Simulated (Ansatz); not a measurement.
Wavefunction ladder for `[CH3][Nb]([NH2])(=[O])[OH]`

| atom | x (Å) | y (Å) | z (Å) |
| --- | --- | --- | --- |
| C1 | -0.0499 | 1.6901 | 0.0589 |
| Nb2 | -0.4106 | -0.4419 | -0.0465 |
| N3 | 1.2027 | -1.2520 | -0.8311 |
| O4 | -1.6797 | -0.6311 | -1.1565 |
| O5 | -0.8037 | -1.0407 | 1.7170 |
| H6 | -0.9384 | 2.1916 | 0.4577 |
| H7 | 0.1543 | 2.1040 | -0.9321 |
| H8 | 0.7979 | 1.9154 | 0.7137 |
| H9 | 1.2633 | -1.6329 | -1.7642 |
| H10 | 2.0481 | -1.4609 | -0.3175 |
| H11 | -1.5842 | -1.4416 | 2.1006 |

The species carries charge 0 and has multiplicity 1. Correlated methods include outer-core shells of Nb, which these sets cover unevenly. Nb takes the def2 core potential. The structure was optimised at the PBE0-D4/def2-TZVP level. It is one conformer, not always the lowest. Frozen core, restricted reference, the Gaussian-basis code of Ansatz.

```json
{"basis": "def2-SVP", "HF (Eh)": "-301.82736", "MP2 corr.": "-1.04870", "CCSD corr.": "-1.04495", "(T)": "-0.04415", "CCSD(T) total": "-302.91646"}
{"basis": "def2-TZVPP", "HF (Eh)": "-302.15324", "MP2 corr.": "-1.36210", "CCSD corr.": "-1.34493", "(T)": "-0.06856", "CCSD(T) total": "-303.56673"}
{"basis": "def2-QZVPP", "HF (Eh)": "-302.16925", "MP2 corr.": "-1.47299", "CCSD corr.": "–", "(T)": "–", "CCSD(T) total": "–"}
```
